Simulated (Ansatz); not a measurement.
Ideal-gas functions of `[SH][Al]1[CH2][SiH2]1` at 800 K and 1 bar, from an Ansatz frequency run at PBE0-D4/def2-TZVP.

Molar mass 104.19 g/mol, point group C1 (symmetry number 1), electronic degeneracy 1, moments of inertia 41.105, 352.427, 384.416 u Å². Harmonic wavenumbers (cm⁻¹, unscaled): 93, 112, 122, 295, 324, 391, 474, 574, 583, 633, 676, 765, 849, 856, 921, 1341, 2199, 2216, 2705, 3060, 3148.

Use S(trans) = R[1.5 ln M + 2.5 ln T − 1.1517]; rotational temperatures θ = 24.2544 K / I; S(rot) = R[ln(√π/σ · √(T³/θAθBθC)) + 1.5]; for each mode x = 1.438777 ν̃/T, S = R[x/(eˣ − 1) − ln(1 − e⁻ˣ)] and H = RT x/(eˣ − 1); 1 cm⁻¹ = 0.0119627 kJ/mol; R = 8.31446 J/(mol·K).

Q: By hand: the entropy, in J/(mol·K).

A: Translation 187.3. Rotation: θ = 0.5901, 0.0688, 0.0631 K, giving 125.4. Vibration, mode by mode: 23.19, 21.65, 20.94, 13.68, 12.92, 11.41, 9.89, 8.41, 8.29, 7.67, 7.18, 6.29, 5.56, 5.50, 5.01, 2.76, 0.80, 0.78, 0.38, 0.22, 0.19, in all 172.7. Electronic 0.0. Sum 485.4 J/(mol·K).

Q: By hand: H − E and G − E in kJ/mol, counted from the electronic energy.

A: Zero-point energy ½ × 22337 × 0.0119627 = 133.6; thermal vibration 65.8; translation, rotation and pV give 4 RT = 26.6. H − E = 226.0 kJ/mol, and G − E = 226.0 − 800 × 485.4/1000 = -162.3 kJ/mol.

Vibration gives 36 % of the entropy, 65.8 J/(mol·K) of it from the modes under 150 cm⁻¹: soft modes count most, and the harmonic formula is weakest for them. The sum counts one conformer and one mirror image; others add a mixing term.
